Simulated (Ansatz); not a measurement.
This geometry of CH₈BGeNO (13 atoms, charge 0, multiplicity 1) is a first-order saddle point.

Theory: Ansatz 0.2.0, RKS revPBE-D4/def2-SVP.

```xyz
13
Properties=species:S:1:pos:R:3
B -1.498 1.931 0.124
N -0.143 1.631 0.636
C 0.569 0.530 0.029
O -0.079 -0.726 0.276
Ge 0.672 -2.253 -0.353
H -2.408 1.113 0.155
H -1.724 3.041 -0.342
H -0.205 1.441 1.650
H 0.650 0.723 -1.068
H 1.609 0.509 0.437
H 0.729 -2.206 -1.910
H -0.265 -3.372 0.155
H 2.112 -2.396 0.227
```

Q: Which two structures does it join? (They come from a converged band through this point; their orientation in space is the band's.)

A: No bond is made or broken. The dihedral H7–B1–N2–C3 goes from -3 to 178°. The two ends are copies of one structure, up to a mirror image or an exchange of like atoms.

Image 0:

```xyz
13
Properties=species:S:1:pos:R:3
B -1.679 2.014 0.214
N -0.712 1.170 0.781
C 0.286 0.402 0.075
O -0.024 -0.980 0.189
Ge 1.142 -2.192 -0.498
H -2.478 2.568 0.947
H -1.675 2.178 -0.994
H -0.717 0.987 1.789
H 0.284 0.743 -0.986
H 1.299 0.610 0.503
H 1.275 -1.965 -2.032
H 0.495 -3.555 -0.167
H 2.525 -2.015 0.195
```

Image 6:

```xyz
13
Properties=species:S:1:pos:R:3
B -1.683 2.012 0.223
N -0.709 1.170 0.782
C 0.285 0.404 0.068
O -0.025 -0.978 0.179
Ge 1.143 -2.192 -0.501
H -1.688 2.179 -0.983
H -2.477 2.561 0.964
H -0.707 0.985 1.789
H 0.278 0.749 -0.992
H 1.301 0.611 0.492
H 1.285 -1.968 -2.034
H 0.493 -3.553 -0.168
H 2.524 -2.013 0.197
```

Q: How far does it lie above each of them?

A: 33.3 kcal/mol above the first and 33.3 kcal/mol above the second. This is the barrier of this one path; another mechanism may lie lower.

The run took 3.8 min on 2 threads of Arm Neoverse V1 (shared host), peak memory 0.17 GiB.
